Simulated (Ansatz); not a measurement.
Isomers of Si3W⁻ (doublet), relaxed with PBE0-D4/def2-SVPD; total energies from Ansatz at ωB97X-V/def2-TZVPD.

```
isomer                                                description  energy (Eh)
     A  point group Cs; 3 × Si–W 2.32 to 2.60 Å; 2 × Si–Si 2.31 Å   -935.32210
     B  point group Cs; 3 × Si–W 2.28 to 2.29 Å; 1 × Si–Si 2.53 Å   -935.32717
```

In the def2 sets W takes a core potential; there is no spin–orbit coupling.

The isomers come from a short search, and lower ones may exist.

Work out the relative energies (1 Eh = 2625.5 kJ/mol) and the Boltzmann populations at 1200 K from electronic energies alone (R = 8.314 J/mol/K).

ΔE: A 13.3, B 0.0 kJ/mol. RT = 9.98 kJ/mol. Factors exp(−ΔE/RT): A 0.264, B 1; sum 1.264. Populations: A 20.9 %, B 79.1 %. Zero-point energy, vibrational entropy and symmetry numbers are left out and can shift these; an error of 4 kJ/mol changes a ratio by a factor of 1.5. Over the other density-functional and correlated levels in def2 sets, the gap between B and A ranges from -5 to 5 kJ/mol.
